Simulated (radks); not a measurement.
Task: Species: Er46+. Configuration: [Ar] 3d4. Method: Dirac Kohn-Sham, PBE, spin-unpolarised, spherical densities, finite nucleus; open shells fill j = l - 1/2 first; Fermi nuclear charge, rms radius 5.2516 fm; computed with a radial shooting solver on a logarithmic mesh with Libxc functionals. Some entries of the table are withheld. Estimate them.

| orbital | occ. | eigenvalue (hartree) | <r^2> (bohr^2) | <r> (bohr) |
|---|---|---|---|---|
| 1s1/2 | 2 | -2206.043 | (1) | 0.02037 |
| 2s1/2 | 2 | -451.6902 | 0.008664 | 0.08539 |
| 2p1/2 | 2 | -435.6920 | 0.006242 | 0.07104 |
| 2p3/2 | 4 | -401.6259 | 0.007423 | 0.07817 |
| 3s1/2 | 2 | -166.2436 | 0.05211 | 0.2136 |
| 3p1/2 | 2 | -159.7999 | (2) | (3) |
| 3p3/2 | 4 | -151.6517 | (4) | (5) |
| 3d3/2 | 4 | -141.6840 | 0.03985 | 0.1853 |
| 3d5/2 | 0 | -139.8057 | 0.04127 | 0.1889 |
| 4s1/2 | 0 | (6) | 0.1904 | (7) |
| 4p1/2 | 0 | -82.01373 | (8) | 0.4045 |
| 4p3/2 | 0 | -79.05563 | (9) | 0.4202 |

Result: 
(1) 1s1/2 <r^2> (bohr^2): 0.0005679
(2) 3p1/2 <r^2> (bohr^2): 0.04745
(3) 3p1/2 <r> (bohr): 0.2022
(4) 3p3/2 <r^2> (bohr^2): 0.05279
(5) 3p3/2 <r> (bohr): 0.2137
(6) 4s1/2 eigenvalue (hartree): -84.78371
(7) 4s1/2 <r> (bohr): 0.4113
(8) 4p1/2 <r^2> (bohr^2): 0.1856
(9) 4p3/2 <r^2> (bohr^2): 0.2001
